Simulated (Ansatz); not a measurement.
Total energies of Sn26H33⁺, a nanocrystal with a defect cut from the lattice of tin (one cap removed) from Ansatz at PBE-D4/def2-SVP, gas phase (1 Eh = 27.2114 eV = 2625.5 kJ/mol). The reference geometry is relaxed at r2SCAN-D4/def2-SVP.

Cartesian coordinates in Å:
```
Sn -0.6835 5.3697 -0.6828
Sn 2.8520 3.7574 2.4353
Sn -1.9119 2.7957 -4.1980
Sn 0.1723 -1.6366 -4.8200
Sn 4.6773 -0.2655 1.6028
Sn 3.3710 -2.8193 -1.8432
Sn 1.4399 1.2862 -1.2996
Sn -1.3419 1.8626 2.3027
Sn -2.7813 -0.7444 -1.2647
Sn 0.4479 -2.1154 1.8881
Sn 1.8559 0.3638 5.3142
Sn -0.7612 -4.8776 -1.9452
Sn -3.8645 -3.9879 1.9081
Sn 0.2479 3.5117 -2.5633
Sn 3.5964 2.0136 0.3656
Sn -2.4270 4.1891 1.1555
Sn 0.8162 2.5786 3.9573
Sn 2.2410 -0.6069 -3.2203
Sn -3.8506 1.3906 -2.7571
Sn -1.8945 -2.6045 -3.1830
Sn 5.5753 -2.1728 -0.2361
Sn 2.7661 -1.3908 3.3271
Sn 1.1604 -3.6354 -0.3239
Sn -0.5450 0.0496 0.2683
Sn -4.7725 -1.8184 0.4058
Sn -1.6227 -3.2696 3.4124
H -1.5308 6.5967 -1.5371
H 0.6334 6.0913 0.1482
H 4.2361 3.9834 3.4291
H 2.3716 5.2831 1.8119
H -2.6080 4.2380 -4.8208
H -1.3894 1.8268 -5.5158
H 0.8110 -2.9494 -5.7294
H -0.4132 -0.4402 -5.9014
H 6.0035 0.2202 2.5949
H 3.6453 -4.1001 -2.9664
H -2.5307 1.0290 3.2413
H 3.1535 0.8098 6.3459
H 0.6420 -0.4260 6.2372
H 0.0662 -5.8751 -3.0717
H -1.8529 -5.8166 -1.0173
H -3.4084 -5.2715 0.8624
H -5.0729 -4.5571 2.9860
H 1.4831 4.2267 -3.5325
H 4.8145 2.7094 -0.6391
H -2.7355 5.2699 2.4560
H -3.9199 3.8085 0.3959
H 0.2071 3.7335 5.0838
H 3.5231 -0.0133 -4.2145
H -5.0094 0.6872 -3.8162
H -4.6790 2.4285 -1.6670
H -3.1963 -3.1964 -4.1497
H 6.8087 -1.5512 -1.2552
H 6.1387 -3.5994 0.5344
H 3.3507 -2.8761 3.9832
H -5.2621 -0.5593 1.4674
H -6.1173 -2.2585 -0.5680
H -2.0116 -2.0739 4.5840
H -0.9139 -4.6015 4.2345
```

```tsv
state	geometry	energy (Eh)
charge 1 singlet	reference	-5591.95270
charge 2 doublet	reference	-5591.61398
charge 0 doublet	reference	-5592.14961
```

In the def2 sets Sn takes a core potential; there is no spin–orbit coupling. Single mean-field runs in def2-SVP are fitted with def2-universal-jkfit.

Work out the vertical ionisation energy to the doublet.

E(charge 2 doublet) − E(charge 1 singlet) = -5591.61398 − (-5591.95270) = 0.33872 Eh = 9.22 eV. For comparison, −ε of the highest occupied level is 7.98 eV at this level, 1.24 eV less.

Work out the vertical electron affinity, to the doublet.

E(charge 1 singlet) − E(charge 0 doublet) = -5591.95270 − (-5592.14961) = 0.19691 Eh = 5.36 eV.

Give the fundamental gap IE − EA, the Mulliken electronegativity (IE + EA)/2 and the hardness (IE − EA)/2.

From the values in Eh: IE − EA = 0.33872 − 0.19691 = 0.14181 Eh = 3.86 eV; (IE + EA)/2 = 7.29 eV; (IE − EA)/2 = 1.93 eV. The HOMO–LUMO gap of the same run is 1.37 eV, 2.49 eV smaller than the fundamental gap.

At PBE-D4/def2-SVP the gap within one spin of the charge 2 doublet nearly closes, so an electron or hole may be smeared out by delocalisation error.
